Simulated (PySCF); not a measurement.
# Electric field gradients and quadrupole coupling constants

Species: C₅H₁₁NOSi.
Cartesian coordinates in Å at the GFN2-xTB level; atoms count from 1:
```xyz
19
C5H11NOSi angstrom
N     -4.7151    0.7270    0.3689
C     -3.6134    0.9432    0.1523
C     -2.2211    1.1908   -0.1150
C     -1.3815   -0.0723    0.1173
C      0.0947    0.1812   -0.1827
C      0.9430   -1.0738    0.0065
Si     2.7933   -0.7840   -0.3531
O      3.4139    0.3715    0.6088
H     -2.1213    1.5239   -1.1523
H     -1.8805    1.9984    0.5398
H     -1.4980   -0.3986    1.1540
H     -1.7527   -0.8748   -0.5251
H      0.4646    0.9752    0.4712
H      0.1958    0.5323   -1.2125
H      0.8091   -1.4390    1.0283
H      0.5602   -1.8588   -0.6468
H      3.0001   -0.1883   -1.6650
H      3.4979   -2.0540   -0.1621
H      3.4010    0.3093    1.5602
```

Field gradients from the PBE0/pcSseg-1 density (PySCF, non-relativistic), principal values in atomic units, ordered |Vxx| ≤ |Vyy| ≤ |Vzz|:

| atom | Vxx | Vyy | Vzz |
| --- | --- | --- | --- |
| N1 | 0.4761 | 0.4853 | -0.9614 |
| O8 | -0.4166 | -1.1199 | 1.5365 |

**Question.** Find the asymmetry η = (Vxx − Vyy)/Vzz and the couplings χ = eQV/h (234.96 MHz × Q in barn × V in au), with Q(14N) = 0.02044 b, Q(17O) = −0.0256 b.

**Answer.** 
| atom | environment | nucleus | η | χzz (MHz) | χxx (MHz) | χyy (MHz) |
| --- | --- | --- | --- | --- | --- | --- |
| N1 | nitrile nitrogen | 14N | 0.01 | -4.617 | 2.287 | 2.331 |
| O8 | silanol oxygen | 17O | 0.46 | -9.24 | 2.51 | 6.74 |

The gradient is axial or nearly so (η below 0.05) at N1. 

**Question.** What is Vzz at O8 in SI units (1 au = 9.71736 × 10²¹ V/m²)?

**Answer.** 1.5365 au = 14.931 × 10²¹ V/m².

**Question.** What couplings would deuterons (Q(2H) = 0.00286 b) have in place of the hydrogens, at this geometry?

**Answer.** 
```csv
atom,bonded to,bond length (Å),Vzz (au),η,χzz (kHz)
H9,C3,1.094,0.2957,0.04,199
H10,C3,1.094,0.2960,0.04,199
H11,C4,1.093,0.2985,0.04,201
H12,C4,1.093,0.2983,0.04,200
H13,C5,1.093,0.2999,0.03,202
H14,C5,1.093,0.3009,0.04,202
H15,C6,1.093,0.3088,0.03,208
H16,C6,1.091,0.3128,0.03,210
H17,Si7,1.456,0.1657,0.01,111
H18,Si7,1.465,0.1582,0.03,106
H19,O8,0.953,0.5133,0.06,345
```

Geometry: GFN2-xTB, one conformer, isolated molecule. GFN2-xTB bond lengths can be off by several hundredths of an ångström, more for odd bonds, and the gradients follow them. The basis is small and wasn't made for field gradients, so the couplings can be 20 % off.
